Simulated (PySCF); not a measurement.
These are PBE-D3(BJ)/def2-TZVP // PBE-D3(BJ)/def2-SVP in PySCF values and carry that method's errors. Isolated molecules, 0 K electronic values unless said otherwise. One relaxed conformer stands for a flexible species; it need not be the lowest. 

Reference species: [Hf(F)4] (neutral, multiplicity 1).

The coordination number is 4, the mean distance from the central atom to its bonded neighbours is 1.915 Å and the HOMO is -10.09 eV.

Changed species: [Hf(F)3(NH2)] (Y = NH2; the reference has Y = F).

Task: What does the change do to the coordination number, mean distance from the central atom to its bonded neighbours and HOMO?

Result: the coordination number hardly moves; the mean distance from the central atom to its bonded neighbours goes up by 0.036 Å, to 1.951 Å; the HOMO increases by 3.41 eV, to -6.68 eV.
